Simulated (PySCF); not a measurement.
# How the method changes the constants of LaO

State: doublet, about 0.2 electrons in the 4f shell (Mulliken). Set-up: La x2c-SVPall, O x2c-SVPall; spin-free X2C with a Gaussian nucleus (PySCF 2.14). De refers to La (5d1 6s2) + O in their high-spin ground configurations, without counterpoise correction. The functionals are run spin-unrestricted. A positive dipole means La(−)O(+). Levels whose curve was spin-contaminated or gave no clean fit are not listed.

```json
{"Level": "UHF", "Re (Å)": "1.838", "ωe (cm⁻¹)": "872", "De (eV)": "n/a", "μ (D)": "-3.87"}
{"Level": "UHF-CCSD", "Re (Å)": "1.860", "ωe (cm⁻¹)": "839", "De (eV)": "7.19", "μ (D)": "n/a"}
{"Level": "UHF-CCSD(T)", "Re (Å)": "1.875", "ωe (cm⁻¹)": "801", "De (eV)": "7.44", "μ (D)": "n/a"}
{"Level": "PBE", "Re (Å)": "1.849", "ωe (cm⁻¹)": "829", "De (eV)": "8.67", "μ (D)": "-3.26"}
{"Level": "r²SCAN", "Re (Å)": "1.845", "ωe (cm⁻¹)": "838", "De (eV)": "8.05", "μ (D)": "-3.32"}
{"Level": "r²SCANh", "Re (Å)": "1.840", "ωe (cm⁻¹)": "849", "De (eV)": "7.83", "μ (D)": "-3.38"}
{"Level": "PBE0", "Re (Å)": "1.833", "ωe (cm⁻¹)": "861", "De (eV)": "7.96", "μ (D)": "-3.35"}
{"Level": "MN15", "Re (Å)": "1.822", "ωe (cm⁻¹)": "879", "De (eV)": "7.87", "μ (D)": "-3.37"}
{"Level": "LC-ωPBE", "Re (Å)": "1.816", "ωe (cm⁻¹)": "897", "De (eV)": "8.37", "μ (D)": "-2.90"}
```

Which functional lies closest to UHF-CCSD(T) in De, which farthest, and by how much do they differ from it?

Closest is r²SCANh (-3.5 pm in Re, +6.0 % in ωe, +0.39 eV in De against UHF-CCSD(T) in the same basis), farthest PBE (-2.6 pm in Re, +3.5 % in ωe, +1.23 eV in De). CCSD(T) converges more slowly with the basis than the functionals do and binds too weakly in this one, so the order can change at the basis-set limit.

What does a quarter of exact exchange do here, going from PBE to PBE0?

PBE0 less PBE: -1.6 pm in Re, +3.9 % in ωe, -0.71 eV in De. Exact exchange removes part of the self-interaction that spreads semilocal densities, and in most molecules shortens and stiffens the bond and lowers De; so it does here.

What does the triples do here, going from UHF-CCSD to UHF-CCSD(T)?

UHF-CCSD(T) less UHF-CCSD: +1.5 pm in Re, -4.5 % in ωe, +0.25 eV in De. Correlation nearly always deepens the well. The bond lengthens, as in strong covalent bonds, where excitations into antibonding orbitals dominate.

Correlated steps freeze 19 core orbitals. Correlated levels converge slowly with the basis: in double zeta they bind strong bonds too weakly, by up to about 1 eV, and carry superposition errors of some tenths. Spin–orbit coupling is left out, which matters for elements this heavy, above all for dissociation energies. The state is the lowest single determinant that the PBE0 search found; with open d or f shells the true ground state can be another one.

The whole job (state search and all levels along the bond) took about 7.2 min on 2 threads of Arm Neoverse V2 (shared host), peak memory 1.8 GiB.
